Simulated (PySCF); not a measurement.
## EPR parameters of C8H9O

Compound: C8H9O (doublet state).
Cartesian coordinates in Å at the GFN2-xTB level; atoms count from 1:
```xyz
18
C8H9O angstrom
C      2.954    0.549   -0.272
C      2.104    0.103    0.649
C      0.663    0.037    0.510
C     -0.119   -0.430    1.470
C     -1.505   -0.659    1.500
O     -2.304   -0.669    2.405
C     -1.922   -0.914    0.024
C     -1.500    0.325   -0.762
C      0.018    0.480   -0.799
H      2.637    0.911   -1.235
H      4.015    0.561   -0.088
H      2.480   -0.244    1.603
H     -3.003   -1.056    0.001
H     -1.425   -1.809   -0.352
H     -1.949    1.203   -0.291
H     -1.886    0.261   -1.782
H      0.293    1.514   -1.014
H      0.441   -0.157   -1.581
```

The hyperfine couplings belong to this conformer and change with its torsions.

As a line formula: `C=CC1=[C]C(=O)CCC1` [radical].

Computed, not measured: PySCF, UKS B3LYP, pcH-1 on C H O, non-relativistic, mean-field spin-orbit, GIAO. One conformer (not necessarily the lowest) at the GFN2-xTB geometry, without solvent, vibrations or thermal averaging. A GFN2-xTB geometry isn't a minimum of the functional, and hyperfine couplings can be far from their values at a DFT geometry. The SCF solution wasn't tested for stability.

| Property | Result |
| --- | --- |
| g1, g2, g3 | 2.00222, 2.00283, 2.00310 |
| g_iso | 2.00272 |
| Form of g | rhombic: the two nearest values differ by 31 % of g3 − g1 |
| ⟨S²⟩ | 0.7638 (exact 0.7500) |
| α and β electrons | 33, 32 |
| HOMO–LUMO gap, α and β orbitals | 4.17, 3.86 eV |
| Basis functions | 315 |

Hyperfine couplings atom by atom, in mT; T1 to T3 are the principal values of the dipolar part (MHz turned into mT with g_iso):

```
atom  isotope  a_iso     T1     T2    T3  Mulliken spin population
  C1      13C  -0.04  -0.22   0.07  0.14                     -0.04
  C2      13C   1.83  -0.15  -0.01  0.16                      0.04
  C3      13C  -0.35  -0.59   0.06  0.53                     -0.12
  C4      13C   8.75  -2.72  -2.04  4.76                      0.92
  C5      13C  -0.29  -0.52  -0.12  0.64                     -0.03
  O6      17O  -0.27  -1.12   0.39  0.73                      0.08
  C7      13C   1.29  -0.26  -0.24  0.50                      0.07
  C8      13C  -0.08  -0.03  -0.02  0.05                     -0.01
  C9      13C   1.55  -0.25  -0.21  0.46                      0.07
 H10       1H   0.07  -0.06  -0.05  0.11                      0.00
 H11       1H   0.12  -0.04  -0.03  0.07                      0.00
 H12       1H  -0.13  -0.19  -0.09  0.28                      0.00
 H13       1H   0.62  -0.17  -0.02  0.19                      0.01
 H14       1H  -0.08  -0.18  -0.04  0.22                      0.00
 H15       1H   0.04  -0.09  -0.06  0.15                      0.00
 H16       1H   0.11  -0.06  -0.03  0.10                      0.00
 H17       1H   0.08  -0.14  -0.03  0.18                      0.00
 H18       1H  -0.32  -0.13  -0.05  0.18                      0.00
```

The largest Mulliken spin populations are on C4 (+0.92), C3 (-0.12), O6 (+0.08) and C9 (+0.07). C4 is the only atom above +0.15.

Under fast tumbling the dipolar parts average out, and these isotropic splittings remain: 2 × 1H (H13/H14, I = 1/2, 3 lines) with 0.27 mT, 1 × 1H (H12, I = 1/2, 2 lines) with 0.13 mT, 2 × 1H (H17/H18, I = 1/2, 3 lines) with 0.12 mT, 1 × 1H (H11, I = 1/2, 2 lines) with 0.12 mT, 2 × 1H (H15/H16, I = 1/2, 3 lines) with 0.07 mT and 1 × 1H (H10, I = 1/2, 2 lines) with 0.07 mT.

Means are taken over nuclei equivalent by connectivity, which assumes that they swap fast. The 1H value of +7.7 MHz is a mean of couplings from -2.2 to 17.5 MHz in this one geometry, not an average over conformers. The 1H value of -3.4 MHz is a mean of couplings from -9.0 to 2.2 MHz in this one geometry, not an average over conformers.

The 17O coupling of O6 (-7.6 MHz) shows only in satellite lines or after enrichment, since that isotope makes up about 0.038 % of natural oxygen.

The 13C coupling of C4 (245.4 MHz) shows only in satellite lines or after enrichment, since that isotope makes up about 1.07 % of natural carbon.

The spin density at the nucleus, in bohr⁻³, is negative for C3 (-0.0088), C5 (-0.0071) and C8 (-0.0019), for instance. A restricted open-shell determinant has no negative spin density anywhere; here it arises because α and β orbitals differ (spin polarisation).
